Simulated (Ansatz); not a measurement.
The first iterations of a band of a periodic cell of 28 atoms, Li27F (surface Li(100), adsorbate F).

Level of theory: DFT LDA, scalar-relativistic, plane waves, PAW (Ansatz). Settings: cutoff 420 eV, k mesh 3x3x1, gaussian smearing 0.05 eV, no spin polarisation.

```yaml
movable_images: 3
climbing_image: yes
spring: 10.0 eV/Å²
optimiser: quadratic models (default)
start_path: IDPP
force_threshold: 0.05 eV/Å
iteration_limit: 80
end_points: relaxed
atoms_held: 1 to 9
```

Initial state:

```xyz
28
Lattice="10.4700 0.0000 0.0000 0.0000 10.4700 0.0000 0.0000 0.0000 16.4900" Properties=species:S:1:pos:R:3
Li 0.000 0.000 1.000
Li 3.490 0.000 1.000
Li 6.980 0.000 1.000
Li 0.000 3.490 1.000
Li 3.490 3.490 1.000
Li 6.980 3.490 1.000
Li 0.000 6.980 1.000
Li 3.490 6.980 1.000
Li 6.980 6.980 1.000
Li 1.705 1.685 2.690
Li 5.272 1.688 2.688
Li 8.725 1.820 2.613
Li 1.761 5.223 2.603
Li 5.223 5.227 2.605
Li 8.725 5.235 2.661
Li 1.776 8.734 2.663
Li 5.201 8.733 2.661
Li 8.726 8.787 2.897
Li -0.153 -0.029 4.403
Li 3.491 -0.020 4.349
Li 7.124 -0.025 4.398
Li 0.032 3.529 4.276
Li 3.489 3.514 4.293
Li 6.949 3.531 4.277
Li 0.136 6.794 4.304
Li 3.491 6.948 4.298
Li 6.852 6.805 4.306
F 8.719 9.753 4.408
```

Final state:

Only the atoms that move by more than 0.05 Å are listed.
```
Li10 1.787 1.719 2.671
Li11 5.192 1.720 2.673
Li12 8.724 1.518 2.882
Li18 8.725 8.952 2.882
Li19 -0.001 0.000 4.379
Li21 6.980 0.000 4.380
Li22 0.105 3.589 4.262
Li23 3.491 3.502 4.355
Li24 6.877 3.591 4.264
Li25 0.105 6.880 4.262
Li26 3.490 6.969 4.355
Li27 6.878 6.878 4.264
F28 8.724 10.470 4.012
```

| iteration | highest image above the first end (eV) | largest band force component (eV/Å) |
| --- | --- | --- |
| 1 | 0.042 | 0.520 |
| 2 | 0.023 | 0.332 |

Problem. Does the band converge within its limit, and where does its top end?

Solution. The run converged. It ended after 6 iterations with the highest image 0.000 eV above the first end. The highest image is an end point: on this band no image between the ends rises above it. Limits of this set-up: thin slab, slab without dipole correction.

The run took 7.9 min on 4 threads of Intel(R) Xeon(R) Platinum 8488C (Sapphire Rapids) (shared host), peak memory 4.4 GiB.
